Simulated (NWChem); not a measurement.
Molecule: HgI2; SMILES [I][Hg][I]

```xyz
3

Hg     0.0000     0.0000     0.0000
I      0.0000     0.0000     2.6077
I      0.0000     0.0000    -2.6077
```
Atoms are numbered in this order, from 1.

Level: PBE0/def2-SVP with def2 effective core potentials on I, Hg (NWChem), optimised geometry, unscaled harmonic frequencies. def2 effective core potentials on I, Hg; no spin-orbit coupling.

Problem. List the harmonic frequencies with IR intensities, and the thermochemistry.

Solution. 
```tsv
frequency (cm⁻¹)	IR intensity (km/mol)
51	1.0
51	1.0
153	0.0
228	22.1
```

zero-point energy: 0.7 kcal/mol
thermal correction to the enthalpy at 298.15 K (with zero-point energy): 4.5 kcal/mol
heat capacity Cv: 12.6 cal/(mol K)
entropy at 298.15 K and 1 atm (symmetry number 2): 78.7 cal/(mol K)

Rigid rotor and harmonic oscillator; modes under 100 cm⁻¹ make the entropy uncertain.
